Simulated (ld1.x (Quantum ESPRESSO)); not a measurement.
## Configuration tests for Sn (Z = 50) (PAW)

ld1.x (Quantum ESPRESSO) 7.5 input, shortened:

```
&input
   title='Sn', zed=50., rel=1, dft='PZ', iswitch=3,
   config='[Kr] 4d10 5s1.5 5p2.5'
 /
 &inputp
   pseudotype=3, lpaw=.true., tm=.true., lloc=-2, rcloc=1.55,
   nlcc=.true., new_core_ps=.true., rcore=1.75,
   which_augfun='BESSEL', rmatch_augfun=1.45
 /
6
5S  1  0   1.50   0.00  1.50  2.05  0.0
5S  1  0   0.00   1.00  1.50  2.05  0.0
5P  2  1   2.50   0.00  1.95  2.45  0.0
5P  2  1   0.00  -0.35  1.95  2.45  0.0
4D  3  2  10.00   0.00  1.70  1.80  0.0
4D  3  2   0.00   1.35  1.70  1.80  0.0
 &test
   configts(1)='4d10 5s1.5 5p2.5'
 /
```

Energies are relative to the spin-unpolarised reference configuration 4d10 5s1.5 5p2.5; without spin polarisation the order of configurations can differ from experiment. Spin-polarised rows fill each open shell by Hund’s rule, majority spin first. The frozen-core shift is the all-electron ΔE with the core orbitals held at their reference shape minus the fully relaxed ΔE.

Q: Give the all-electron excitation energy and the error of the potential for: 4d10 5s2 5p2; 4d10 5s2 5p1; 4d10 5s2 5p0; 4d10 5s2 5p1.5; 4d10 5s2 5p2.3; 4d10 5s1 5p0; 4d9 5s2 5p3; 4d10 5s1.5 5p2.5 (spin-polarised); 4d10 5s2 5p2 (spin-polarised).

A:

```tsv
valence configuration	charge	ΔE all-electron (eV)	error AE − PS (meV)	frozen-core shift (meV)
4d10 5s2 5p2	0	-3.504	+0.2	-0.1
4d10 5s2 5p1	+1	3.594	-1.4	+1.3
4d10 5s2 5p0	+2	17.858	-3.9	+4.6
4d10 5s2 5p1.5	+0.5	-0.788	-0.4	+0.5
4d10 5s2 5p2.3	-0.3	-4.403	+0.3	-0.2
4d10 5s1 5p0	+3	49.309	-13	+14
4d9 5s2 5p3	0	20.844	-61	+106
4d10 5s1.5 5p2.5 (spin-polarised)	0	-1.107	-0.2	+0.7
4d10 5s2 5p2 (spin-polarised)	0	-3.979	+0.2	+0.1
```

A variational frozen-core shift is positive and of second order in the change. This column holds negative values, so the frozen-core run of ld1.x carries numerical noise or an error of first order here, and the column gives no more than the rough size of the effect.
